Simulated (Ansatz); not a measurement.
Tuning the range parameter of LC-ωPBE so that −HOMO meets the ionisation energy; basis def2-SVP, Ansatz. System: Zn₈O₈H₂₂. The state is a singlet with charge 0. Geometry: PBE-D4/def2-SVP. The ionised state is a doublet.

Geometry of the singlet:

```xyz
38

Zn    1.310   -2.613   -2.767
O    -1.887   -1.509   -2.397
O     0.965   -0.886   -1.251
Zn   -0.208    0.691   -1.677
Zn   -2.613   -1.346   -0.498
O    -1.790    0.576   -0.291
O     1.163    1.940   -0.831
Zn    1.513    3.733    0.339
Zn   -1.716    1.128    1.661
O    -0.412    4.130    0.977
Zn    0.716   -2.580   -0.181
O    -1.096   -2.211    0.659
O     1.882   -2.198    1.450
Zn    1.953    1.160    0.929
Zn   -0.802   -1.206    2.467
O     0.276    0.583    1.969
H     2.862   -2.515   -2.977
H    -0.150   -2.746   -3.441
H    -1.719   -0.639   -2.844
H    -1.111   -2.096   -2.761
H     1.885   -0.574   -1.131
H    -0.932    0.976   -3.066
H    -4.074   -1.674   -0.060
H    -2.438    1.170   -0.720
H     1.842    2.072   -1.523
H     2.151    4.903   -0.480
H     2.077    2.725    1.634
H    -2.122    2.636    1.965
H    -0.940    4.715    0.405
H    -1.064    3.463    1.370
H     0.924   -3.813   -1.170
H    -1.478   -3.072    0.926
H     2.310   -1.291    1.349
H     1.351   -2.168    2.295
H     3.028   -0.016    0.833
H    -2.230   -0.275    2.548
H     0.083   -2.107    3.433
H     0.490    0.935    2.857
```

Single mean-field runs in def2-SVP are fitted with def2-universal-jkfit.

```json
{"ω (1/bohr)": "0.1", "HOMO (eV)": "-7.29", "LUMO (eV)": "-0.11", "vertical IE (eV)": "8.18", "HOMO + IE (eV)": "0.89"}
{"ω (1/bohr)": "0.15", "HOMO (eV)": "-7.90", "LUMO (eV)": "0.40", "vertical IE (eV)": "8.54", "HOMO + IE (eV)": "0.64"}
{"ω (1/bohr)": "0.2", "HOMO (eV)": "-8.42", "LUMO (eV)": "0.79", "vertical IE (eV)": "8.89", "HOMO + IE (eV)": "0.47"}
{"ω (1/bohr)": "0.3", "HOMO (eV)": "-9.24", "LUMO (eV)": "1.31", "vertical IE (eV)": "9.29", "HOMO + IE (eV)": "0.06"}
```

Question: Where does the tuning condition hold?

Answer: Not within the range that was run.
